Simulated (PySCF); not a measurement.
Be(I)(OH) (BeHIO), SMILES [OH][Be][I].

Geometry optimised at r2SCAN-D4/def2-TZVP. The def2 effective core potentials stand for the cores of I; spin–orbit coupling is left out. The values are those of a single conformer.

The numbers are results of B3LYP/def2-TZVPD (PySCF), not measurements.

Symmetry labels are those of the subgroup Cs that the program uses (full group Cs).

Computed valence orbital energies around the gap with their symmetry:
```tsv
orbital	symmetry	energy (eV)
HOMO−7	A'	-27.13
HOMO−6	A'	-18.89
HOMO−5	A'	-14.57
HOMO−4	A'	-9.97
HOMO−3	A"	-9.58
HOMO−2	A'	-9.40
HOMO−1	A'	-7.62
HOMO	A"	-7.59
LUMO	A'	-0.96
LUMO+1	A'	-0.13
LUMO+2	A"	0.08
LUMO+3	A'	0.11
```
